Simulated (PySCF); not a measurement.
Work out the structure from these simulated measurements.

Elements present: C, H, N, O and S. Monoisotopic mass: 129.0248 u.

- Rotational structure: rotational constants A, B, C: 3.044, 1.643, 1.328 GHz [GFN2-xTB]
- 13C NMR: chemical shifts (computed TMS as zero) by class: 192.5 (1 C), 75.2 (1 C), 62.3 (1 C), 50.9 (1 C), 21.7 (1 C) ppm [GIAO PBE0/pcSseg-1]
- Dipole: 4.60 D [PBE0/def2-SVPD]
- NMR, other nuclei: isotropic shieldings of nuclei other than C and H, by class: -187 (1 N), 201 (1 O), 132 (1 S) ppm [GIAO PBE0/pcSseg-1]
- 1H NMR: chemical shifts (computed TMS as zero) by class: 8.47 (1 H), 5.08 (1 H), 3.91 (1 H), 3.07 (1 H), 2.69 (1 H), 2.56 (1 H), 2.45 (1 H) ppm [GIAO PBE0/pcSseg-1]
- UV, first state: lowest singlet excitation: 4.64 eV (267 nm, f = 0.018) [TDDFT PBE0/def2-SVPD]
- Triplet: lowest triplet excitation (Tamm–Dancoff): 3.75 eV [TDA PBE0/def2-SVPD]

Electronic properties: PySCF, gas phase, density fitting. Levels stand in brackets. Geometry: GFN2-xTB; no solvent, vibrations or thermal averaging. NMR values are class means; diastereotopic atoms form classes of their own.

Question: Which formula fits the mass and the elements?

Answer: C5H7NOS (calculated 129.0248). No other formula that holds each of these elements comes within 0.0003 u with a fitting electron parity and a possible valence count.

Question: What is the compound? Reason from the data.

Answer: Numbering: `[O:1]=[S@@:2]1[CH2:3][CH2:4][C@@:5]12[CH:6]=[N:7][CH2:8]2`. 5 carbons fall into 5 classes; from least to most shielded: imine carbon [C6] (192.5 ppm), ring sp3 carbon bound to sulfur [C5] (75.2 ppm), ring sp3 carbon bound to nitrogen [C8] (62.3 ppm), ring sp3 carbon bound to sulfur [C3] (50.9 ppm), four-membered-ring carbon [C4] (21.7 ppm). Hydrogen classes from least to most shielded: 1 H on an imine carbon, C6 (8.47 ppm), 1 H on an sp3 carbon bound to nitrogen, C8 (5.08 ppm), 1 H on an sp3 carbon bound to nitrogen, C8 (3.91 ppm), 1 H on an sp3 carbon bound to sulfur, C3 (3.07 ppm), 1 H on a four-membered-ring carbon, C4 (2.69 ppm), 1 H on an sp3 carbon bound to sulfur, C3 (2.56 ppm), 1 H on a four-membered-ring carbon, C4 (2.45 ppm). The other shieldings belong to: -187 ppm, imine nitrogen [N7]; 201 ppm, sulfinyl oxygen [O1]; 132 ppm, sulfinyl sulfur [S2]. The optimised geometry has point group C1 and is an asymmetric top. Structure: `O=[S@@]1CC[C@@]12C=NC2`. Computed isomers that give other values at the same levels: `COC(=S)[C@H](C)C#N` (13C chemical shifts (computed TMS as zero) by class: 226.9 (1 C), 122.6 (1 C), 61.7 (1 C), 44.1 (1 C), 21.3 (1 C) ppm); `CCOc1cncs1` (13C chemical shifts (computed TMS as zero) by class: 170.9 (1 C), 139.2 (1 C), 125.3 (1 C), 73.0 (1 C), 14.9 (1 C) ppm); `COC(=S)CCC#N` (13C chemical shifts (computed TMS as zero) by class: 233.4 (1 C), 122.9 (1 C), 61.1 (1 C), 45.8 (1 C), 22.2 (1 C) ppm). The assignments are read from this structure; whether some other isomer fits the data as well wasn't checked. The mirror image fits equally.
